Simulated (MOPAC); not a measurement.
Input file for MOPAC: AM1 on In2, 2S+1 = 3, a spin state set in the input, which need not be the lowest, a point of a bond scan (R = 3.052 Å).

```
AM1 1SCF PRECISE CHARGE=0 UHF MS=1 THREADS=1
In2

In     0.00000000 1     0.00000000 1     0.00000000 1
In     0.00000000 1     0.00000000 1     3.05225000 1
```

It printed:

```
*******************************************************************************
 **                                                                           **
 **                              MOPAC v23.2.5                                **
 **                                                                           **
 *******************************************************************************
 ** MOPAC's Digital Object Identifier: https://doi.org/10.5281/zenodo.6511958 **
 **                                                                           **
 ** Please cite the open-source release paper for use of this MOPAC version:  **
 ** J. E. Moussa and J. J. P. Stewart (2026)                                  **
 ** MOPAC: An open-source semiempirical molecular orbital program             **
 ** J. Open Source Softw., 11(119), 8025, https://doi.org/10.21105/joss.08025 **
 *******************************************************************************

                              AM1 CALCULATION RESULTS

 *******************************************************************************
 *  AM1        - The AM1 Hamiltonian to be used
 *  UHF        - UNRESTRICTED HARTREE-FOCK CALCULATION
 *
 *
 *
 *                 CHARGE ON SYSTEM = 0
 *
 *
 *
 *  MS=        - IN MECI, MAGNETIC COMPONENT OF SPIN =  1.0
 *  PRECISE    - TIGHTER CRITERIA TO BE USED
 *  1SCF       - DO 1 SCF AND THEN STOP
 *  THREADS=1  - MULTI-THREADING NOT USED
 *  T=         - A TIME OF 172800.0 SECONDS REQUESTED
 *  DUMP=N     - RESTART FILE WRITTEN EVERY 7200.0 SECONDS REQUESTED
 *******************************************************************************
AM1 1SCF PRECISE CHARGE=0 UHF MS=1 THREADS=1
 In2

   ATOM   CHEMICAL          X               Y               Z
  NUMBER   SYMBOL      (ANGSTROMS)     (ANGSTROMS)     (ANGSTROMS)

     1      In          0.00000000  *   0.00000000  *   0.00000000  *
     2      In          0.00000000  *   0.00000000  *   3.05225000  *



          CARTESIAN COORDINATES

    NO.       ATOM           X           Y           Z

     1        In          0.0000      0.0000      0.0000
     2        In          0.0000      0.0000      3.0522

 In: (AM1): J. J. P. STEWART, J. MOL. MOD., 10, 155-164 (2004)

           Empirical Formula: In2  =     2 atoms



      MOLECULAR POINT GROUP   :   D*h


          UHF CALCULATION, NO. OF ALPHA ELECTRONS =    4
                           NO. OF BETA  ELECTRONS =    2

 -------------------------------------------------------------------------------
 AM1 1SCF PRECISE CHARGE=0 UHF MS=1 THREADS=1
 In2



     1SCF WAS SPECIFIED, SO BFGS WAS NOT USED
     SCF FIELD WAS ACHIEVED


                              AM1 CALCULATION
                                                       MOPAC v23.2.5 Linux




          FINAL HEAT OF FORMATION =         79.37805 KCAL/MOL =     332.11776 KJ/MOL


          COSMO AREA              =        105.49 SQUARE ANGSTROMS
          COSMO VOLUME            =         91.44 CUBIC ANGSTROMS

          IONIZATION POTENTIAL    =          5.857883 EV
          ALPHA SOMO LUMO (EV)    =         -5.858 -1.777
          BETA  SOMO LUMO (EV)    =        -10.755 -1.205
          NO. OF ALPHA ELECTRONS  =          4
          NO. OF BETA  ELECTRONS  =          2
          MOLECULAR WEIGHT        =        229.6400         POINT GROUP:  D*h

          MOLECULAR DIMENSIONS (Angstroms)

            Atom       Atom       Distance
           In     2   In     1     3.05225
           In     2   In     1     0.00000
           In     1   In     2     0.00000


          SCF CALCULATIONS        =          1





   ATOM   CHEMICAL          X               Y               Z
  NUMBER   SYMBOL      (ANGSTROMS)     (ANGSTROMS)     (ANGSTROMS)

     1      In          0.00000000  *   0.00000000  *   0.00000000  *
     2      In          0.00000000  *   0.00000000  *   3.05225000  *

                             CARTESIAN COORDINATES

   1   In        0.000000000     0.000000000     0.000000000
   2   In        0.000000000     0.000000000     3.052250000


           Empirical Formula: In2  =     2 atoms



      MOLECULAR POINT GROUP   :   D*h


          ALPHA EIGENVALUES
 -15.22277 -11.72062  -6.47747  -5.85788  -1.77688  -1.34799  -1.04170   0.05167


           BETA EIGENVALUES
 -14.56725 -10.75450  -1.20458  -0.90833  -0.67914  -0.61067  -0.08522   0.44550


              NET ATOMIC CHARGES AND DIPOLE CONTRIBUTIONS

  ATOM NO.   TYPE          CHARGE      No. of ELECS.   s-Pop       p-Pop
    1         In          -0.000000        3.0000     1.91339     1.08661
    2         In           0.000000        3.0000     1.91339     1.08661
 DIPOLE           X         Y         Z       TOTAL
 POINT-CHG.     0.000     0.000     0.000     0.000
 HYBRID        -0.000     0.000    -0.000     0.000
 SUM           -0.000     0.000     0.000     0.000


          ATOMIC ORBITAL ELECTRON POPULATIONS

     Atom    s        px        py        pz
    1 In   1.91339   0.50000   0.00000   0.58661
    2 In   1.91339   0.50000   0.00000   0.58661


                    (SZ)    =    1.000000
                    (S**2)  =    2.015781


          ATOMIC ORBITAL SPIN POPULATIONS

    Atom   Total    s     px     py     pz
         Atomic
    1 In  1.0000 -0.009  0.500  0.000  0.509
    2 In  1.0000 -0.009  0.500  0.000  0.509

 **********************
 *                    *
 * JOB ENDED NORMALLY *
 *                    *
 **********************




 == MOPAC DONE ==
```

The run finished.

Cost: very roughly 0.03 core-seconds.
